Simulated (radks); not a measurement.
The numbers below are computed, except where a source is named.
Question: These are the eigenvalues of the occupied orbitals of an atom or ion with whole-number occupations (eV). Code: a radial shooting solver on a logarithmic mesh with Libxc functionals. Model: scalar-relativistic Kohn-Sham, PBE, spin-polarised, spherical densities, point nucleus.

orbital  eigenvalue
1s up     -88146.34
1s down   -88146.33
2s up     -15772.02
2s down   -15772.02
2p up     -13526.92
2p down   -13526.91
3s up     -3791.952
3s down   -3791.946
3p up     -3148.365
3p down   -3148.359
3d up     -2492.754
3d down   -2492.749
4s up     -864.4774
4s down   -864.4676
4p up     -653.6174
4p down   -653.6066
4d up     -409.7771
4d down   -409.7648
5s up     -151.8483
5s down   -151.8209
4f up     -140.5767
4f down   -140.5623
5p up      -93.5266
5p down    -93.4979
5d up      -28.8908
5d down    -28.7568
6s up      -19.5175
6s down    -18.8736
6p up      -10.1946

Which element is it, and in what charge state? The configuration may be excited. Open shells, if any, are filled with parallel spins first.

Answer: Z = 82, lead, charge +1: Pb+ in [Hg] 6p1. The list shows which subshells hold electrons but not how many an open one holds; the 1s level, -3239.3 hartree, gives Z - s = 80.5 by -(Z - s)^2/2, which with screening and relativity narrows Z to a few neighbours, and the depths of the outer levels then fix element, charge and occupations together.
